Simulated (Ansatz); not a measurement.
The Ansatz (a quantum-chemistry and plane-wave program) input:
Ansatz 0.2 input:
```yaml
crystal:
  periodic: [false, false, false]
  atoms:
    - {symbol: N, position_ang: [0.00000000, 0.00000000, 0.00000000]}
basis:
  gaussian:
    orbitals: 6-311G__.json
hamiltonian:
  xc: b3lyp
magnetization: {spin_polarized: true, initial_magnetization: 3}
```
The basis file holds 6-311G** in the JSON format of the Basis Set Exchange.

**Question.** What does this run give for the total energy, number of basis functions?

**Answer.** 
The total energy comes out as -54.598543 Ha and the number of basis functions is 18.
